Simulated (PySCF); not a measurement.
# Identify the compound

An unknown has the formula C7H5NSi. Its calculated NMR data are:

¹H NMR (500 MHz, computed): δ 6.56 (s, 1H), 4.44 (s, 3H), 2.83 (s, 1H).

¹³C{¹H} NMR (computed): δ 149.5, 132.2, 122.9, 106.7, 94.9, 77.7, 72.4.

One computed conformer, non-relativistic, rapidly exchanging positions averaged, no solvent. GFN2-xTB structure; PBE0/pcSseg-1 with gauge-including orbitals; PySCF 2.14.0 with density-fitted response routines.

Chemical shifts δ = σref − σ; TMS for ¹H (σref 31.72), ¹³C (σref 186.93), all at this level.

Task: Choose the structure that fits.
A. C#CC1=CC=C[Si@@H]1C#N
B. C#CC1=C[SiH2]C(C#N)=C1
C. C#C[Si@@H]1[C@@H](C#N)C12C=C2
D. C#CC#C/C([SiH3])=C/C#N
E. C#C/C=C(/C#C)[SiH2]C#N

Result: D. 

- The formula gives 7 degrees of unsaturation (no ring in the answer).
- 7 carbon signals for 7 carbons: no two carbons are equivalent.
- Carbon types of the structure: 5 × C, 2 × CH, leaving 3 H on heteroatoms.
- δC 149.5: fully substituted alkene carbon; the olefinic region.
- δC 132.2: alkene CH; an sp2 carbon of a C=C bond.
- δC 122.9: nitrile carbon; C≡N carbons fall here, among the sp2 signals but without a proton.
- δC 106.7, 77.7, 72.4: alkyne carbon.
- δC 94.9: terminal alkyne carbon; the triple bond shields along its axis, which puts it between sp3 and sp2 carbons.

The others: C#C/C=C(/C#C)[SiH2]C#N would give 4 signals for carbon-bound and other non-exchanging H, not 3; C#CC1=C[SiH2]C(C#N)=C1 would give 4 signals for carbon-bound and other non-exchanging H, not 3; C#C[Si@@H]1[C@@H](C#N)C12C=C2 would give 5 signals for carbon-bound and other non-exchanging H, not 3; C#CC1=CC=C[Si@@H]1C#N would give 5 signals for carbon-bound and other non-exchanging H, not 3.

Shifts are as computed. Against solution values, carbons near 30 ppm lie about +3 ppm off and those near 130 ppm about +5 ppm. Of 1309 compounds with measured shifts, 239 miss one by over three times the rms of a fit or turn the order of signals round; such compounds aren't used in these exercises. Multiplicities follow the n + 1 count of equivalent neighbours, as no J values were calculated; m marks all less simple cases, F and P coupling included.
